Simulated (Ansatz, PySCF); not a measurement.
System: SF (charge -1, singlet). 
Geometry from a B3LYP-D3(BJ)/def2-TZVP (Ansatz, an electronic-structure program) optimisation:
```
F
S 1 1.7464
```
Charge -1, spin multiplicity 1.

Total electronic energies in hartree. Correlated levels leave the core frozen unless marked. No spin-orbit coupling. No relativistic terms. Basis-set limits of correlation are two-point, X^-3; Hartree-Fock from the larger set.

```csv
level,program,energy (Eh)
HF/cc-pwCVTZ,Ansatz,-497.00222
RI-HF/cc-pV(Q+d)Z,Ansatz,-497.01906
PBE0/6-31G*,Ansatz,-497.76014
M06-2X/def2-TZVPD,PySCF,-498.04910
HSE06-D4/def2-TZVPD,Ansatz + dftd4,-497.85397
RPA@PBE/cc-pV(Q+d)Z,Ansatz,-497.74619
"MP2/CBS(aug-cc-pV(T+d)Z,aug-cc-pV(Q+d)Z)",Ansatz,-497.5302
RI-MP2/aug-cc-pV(T+d)Z,Ansatz,-497.46006
"CCSD(T)/CBS(aug-cc-pV(T+d)Z,aug-cc-pV(Q+d)Z)",Ansatz,-497.5613
```

Totals of different functionals don't rank their quality; only differences between species are comparable.
